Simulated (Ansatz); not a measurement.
Ansatz (an electronic-structure program) input:

Ansatz 0.2 input:
```yaml
crystal:
  periodic: [false, false, false]
  atoms:
    - {symbol: C, position_ang: [0.06423863, -0.00353168, -0.01084851]}
    - {symbol: N, position_ang: [1.23438619, -0.24820502, -0.13565078]}
    - {symbol: H, position_ang: [-0.84169677, -0.78021321, 0.08462302]}
    - {symbol: H, position_ang: [-0.45751785, 1.07544359, 0.04117086]}
basis:
  gaussian:
    orbitals: def2-TZVP
hamiltonian:
  xc: b3lyp
  dispersion: d3bj
total_charge: -1
relax: {f_tol: 0.002, max_steps: 150}
```

**Question.** Which total energy does the run end on?

**Answer.** -94.03547 Eh (B3LYP-D3(BJ)/def2-TZVP). The basis has 74 functions.
